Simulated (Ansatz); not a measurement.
Computed with Ansatz on PBE0-D4/def2-TZVP structures; ΔE is electronic, products minus reactants. CBS: MP2 limit from def2 TZ/QZ plus the TZ coupled-cluster correction, frozen cores. This one scheme is used for every species. DFT in def2-TZVPP. B3LYP here is the variant with VWN-RPA as its local correlation; programs differ in this. HSE06 is defined as in plane-wave codes. Elements past krypton have def2 core potentials. For I outer-core shells are correlated without core-valence functions, which leaves a few kJ/mol of doubt a bond. Each species was taken in one conformer, which may not be the lowest.

`CBI` + NH₃ → `CBN` + HI  (ligand exchange at a B–I bond)

```csv
level,ΔE (kJ/mol),difference from CCSD(T)/CBS
revPBE-D4,-59.5,-3.0
BLYP-D4,-66.8,-10.3
r2SCAN-D4,-61.7,-5.2
B97M-V,-64.5,-8.0
PBE0-D4,-61.4,-4.9
B3LYP-D4,-67.3,-10.8
r2SCANh-D4,-61.8,-5.3
r2SCAN0-D4,-61.9,-5.4
HSE06-D4,-61.1,-4.6
BHLYP-D4,-66.7,-10.2
CAM-B3LYP-D4,-74.8,-18.3
ωB97X-V,-65.4,-8.9
B2PLYP,-65.0,-8.5
PBE-QIDH,-59.3,-2.8
PBE,-62.7,-6.2
revPBE,-58.6,-2.1
BLYP,-69.6,-13.1
r2SCAN,-61.9,-5.4
PBE0,-62.9,-6.4
r2SCANh,-62.1,-5.6
r2SCAN0,-62.3,-5.8
BHLYP,-71.0,-14.5
CAM-B3LYP,-76.6,-20.1
LC-ωPBE,-70.1,-13.6
RPA@PBE/def2-TZVPP,-61.5,-5.0
HF/def2-SVP,-77.9,-21.4
MP2/def2-SVP,-77.9,-21.4
CCSD/def2-SVP,-82.6,-26.1
CCSD(T)/def2-SVP,-81.9,-25.4
HF/def2-TZVPP,-66.3,-9.8
MP2/def2-TZVPP,-54.4,2.1
SCS-MP2/def2-TZVPP,-58.9,-2.4
CCSD/def2-TZVPP,-63.8,-7.3
CCSD(T)/def2-TZVPP,-61.5,-5.0
HF/def2-QZVPP,-66.3,-9.8
MP2/def2-QZVPP,-51.5,5.0
SCS-MP2/def2-QZVPP,-56.2,0.3
HF/CBS(def2),-66.3,-9.8
MP2/CBS(def2),-49.4,7.1
CCSD/CBS(def2),-58.7,-2.2
CCSD(T)/CBS,-56.5,0
```

(1) What do rigid-rotor, harmonic-oscillator terms from PBE0-D4/def2-TZVP frequencies (298.15 K, 1 bar) make of the CCSD(T)/CBS value? (An estimate is asked.)

Largest T1 diagnostic among the species: 0.011.

Results:

(1) Ansatz gave: ΔZPE = -3.2 kJ/mol, ΔH = -61.4 kJ/mol, ΔS = -20 J/(mol·K), ΔG = -55.4 kJ/mol.

In def2-TZVPP, CCSD(T) changes the Hartree–Fock value by +4.8 kJ/mol (the triples alone add +2.2 kJ/mol) and MP2 by +11.9 kJ/mol. Leaving LDA and LC-ωPBE aside and taking each functional with its dispersion term where it has one, the values spread over 15.6 kJ/mol, from CAM-B3LYP-D4 to PBE-QIDH. LDA lies −12.4 kJ/mol from PBE without D4. At CCSD(T), def2-SVP lies −25.4 kJ/mol from the extrapolated value and def2-TZVPP −5.0 kJ/mol.
